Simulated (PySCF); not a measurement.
A structure optimised at PBE0-D3(BJ)/def2-SVP, used in a PySCF frequency run:

```xyz
17

C      1.0879     1.0879    -1.0879
Si     0.0000     0.0000     0.0000
C     -1.0879     1.0879     1.0879
C     -1.0879    -1.0879    -1.0879
C      1.0879    -1.0879     1.0879
H      0.4785     1.7369    -1.7369
H      1.7369     0.4785    -1.7369
H      1.7369     1.7369    -0.4785
H     -1.7369     0.4785     1.7369
H     -1.7369     1.7369     0.4785
H     -0.4785     1.7369     1.7369
H     -1.7369    -0.4785    -1.7369
H     -0.4785    -1.7369    -1.7369
H     -1.7369    -1.7369    -0.4785
H      1.7369    -1.7369     0.4785
H      1.7369    -0.4785     1.7369
H      0.4785    -1.7369     1.7369
```
Charge 0, spin multiplicity 1.

Write its SMILES, formula and point group.

C[Si](C)(C)C, C₄H₁₂Si, Td

What are its rotational constants (standard atomic weights)?

3.0775, 3.0775, 3.0775 GHz
